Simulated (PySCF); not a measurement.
Compound: C4H10OSi.
Bonds: C1–C2 (double), C2–C3, C3–Si4, Si4–O5, O5–C6. Hydrogens: H7, H8 on C1; H9 on C2; H10, H11 on C3; H12, H13 on Si4; H14, H15, H16 on C6.

The computed photoelectron lines, unassigned: C 1s: 289.86 (area 1), 290.32 (area 1), 290.50 (area 1), 292.39 (area 1) eV; O 1s: 537.95 eV; Si 1s: 1846.85 eV; Si 2p3/2: 106.97 eV.

Method used: PySCF 2.14.0, delta-SCF UKS SCAN, pcX-2 on the ionised atom, pcseg-1 elsewhere, spin-free X2C. The structure is a single PBE0-D3(BJ)/def2-SVP conformer in the gas phase; no vibrational or solvent corrections.

Problem. Order the carbon atoms by C 1s binding energy.

Solution. 289.86 eV: C1 (terminal =CH2 carbon); 290.32 eV: C3 (sp3 carbon bound to silicon); 290.50 eV: C2 (alkene CH carbon); 292.39 eV: C6 (methoxy carbon). The listed C 1s values span 2.53 eV, from C1 (bonded to C (double bond) and 2 H) to C6 (bonded to O and 3 H). Summing the Pauling electronegativity differences to the bonded atoms, each weighted by its formal bond order, gives -0.70 for the lowest site and -0.16 for the highest; no listed site has a larger sum than the highest. The smallest sum, -1.35, belongs to C3, 0.46 eV above the lowest.

Bonded neighbours of each site: C1: C (double bond) and 2 H; C2: C (double bond), C and H; C3: C, 2 H and Si; Si4: O, C and 2 H; O5: C and Si; C6: O and 3 H.

Problem. Which effective nuclear charge Zeff reproduces each element's mean 1s value in the hydrogen-like formula E = 13.606 eV × Zeff²?

Solution. C (Z = 6): mean 290.8 eV, Zeff = 4.62, Z − Zeff = 1.38; O (Z = 8): mean 538.0 eV, Zeff = 6.29, Z − Zeff = 1.71; Si (Z = 14): mean 1846.9 eV, Zeff = 11.65, Z − Zeff = 2.35. Means run over the listed sites, weighted by atom count.

Spin–orbit and ligand-field terms were added within each 2p shell after the spin-free SCF. 2p1/2 minus 2p3/2 (ligand field included): Si 0.62 eV.

Shape of the structure used: `[CH2:1]=[CH:2][CH2:3][SiH2:4][O:5][CH3:6]`: C1–C2–C3–Si4 111°, C2–C3–Si4–O5 60°, C3–Si4–O5–C6 -177°.
